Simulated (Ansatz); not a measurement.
Consider the cleavage of the Si–Si bond: `[SiH3][Si]1([SiH3])BC1` + `OCS` → `OCS[SiH3]` + `[SiH3][SiH]1BC1`.

Calculated with Ansatz (gas phase, PBE0-D4/def2-TZVP geometries, no zero-point term in ΔE). CBS: MP2 limit from def2 TZ/QZ plus the TZ coupled-cluster correction, frozen cores. Functionals use def2-TZVPP. B3LYP here is the variant with VWN-RPA as its local correlation; programs differ in this. Each species was taken in one conformer, which may not be the lowest.

```tsv
level	ΔE (eV)
PBE-D4	-0.40
PBE0-D4	-0.41
B3LYP-D4	-0.46
B2PLYP	-0.48
r2SCAN	-0.47
HF/def2-TZVPP	-0.53
SCS-MP2/def2-QZVPP	-0.51
MP2/CBS(def2)	-0.52
```

(1) What does CCSD(T)/CBS give? (An estimate is asked.)

Largest T1 diagnostic among the species: 0.015.

Answers

(1) Ansatz gave: -0.47 eV. The listed levels differ from it by 0.07, 0.06, 0.01, -0.01, 0.00, -0.06, -0.04, -0.05 eV.

In def2-TZVPP, CCSD(T) changes the Hartree–Fock value by +0.09 eV (the triples alone add +0.00 eV) and MP2 by +0.03 eV.
